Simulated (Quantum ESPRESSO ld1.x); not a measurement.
Question: These are the eigenvalues of the occupied orbitals of an atom or ion with whole-number occupations (eV). Method: Dirac Kohn-Sham, PBE, spin-unpolarised, spherical densities, point nucleus; computed with ld1.x of Quantum ESPRESSO 7.5.

orbital  eigenvalue
1s1/2      -65242.6
2s1/2      -11184.6
2p1/2      -10682.9
2p3/2      -9490.98
3s1/2      -2579.93
3p1/2      -2357.77
3p3/2      -2102.31
3d3/2      -1726.79
3d5/2      -1671.08
4s1/2      -552.548
4p1/2      -461.566
4p3/2      -403.139
4d3/2      -253.750
4d5/2      -243.054
5s1/2      -107.667
5p1/2      -81.5107
5p3/2      -73.3303
4f5/2      -58.7950
4f7/2      -57.0408

Which element is it, and in what charge state? The configuration may be excited. Open shells, if any, fill j = l - 1/2 first.

Answer: Z = 72, hafnium, charge +4: Hf4+ in [Xe] 4f14. The list shows which subshells hold electrons but not how many an open one holds; the 1s level, -2397.6 hartree, gives Z - s = 69.2 by -(Z - s)^2/2, which with screening and relativity narrows Z to a few neighbours, and the depths of the outer levels then fix element, charge and occupations together.
